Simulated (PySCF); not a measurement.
## Thallium: a sound run and one with changed settings

Sound run: Tl⁺ [Xe] 4f14 5d10 6s2, Tl²⁺ [Xe] 4f14 5d10 6s1. All numbers are calculated (PySCF 2.14, scalar relativity through the core potential, in def2-SVP with the def2 core potential (60 electrons)). In the sound run the correlated levels freeze 5s2 5p6 5d10 outside the core potential. The sound run starts from symmetry-adapted Hartree-Fock orbitals and uses a fine grid where one is needed.

A second run was set up differently.

```csv
species,method,sound run (hartree),changed run (hartree),converged
Tl⁺,MP2,-171.34685,-171.38608,yes
Tl²⁺,MP2,n/a,-170.68253,yes
```

Ionisation energy of Tl⁺:

```
 method  sound run (eV)  changed run (eV)
    UHF          18.368            18.368
    MP2          18.827            19.145
SCS-MP2          18.919            19.212
```

(1) What was changed?
A. basis contracted for another Hamiltonian
B. too few SCF iterations
C. a valence shell is frozen
D. all electrons correlated in a valence basis

## Answers

(1) D. A valence basis has no tight correlating functions, so it recovers only part of the core correlation, and not evenly between atom and ion.
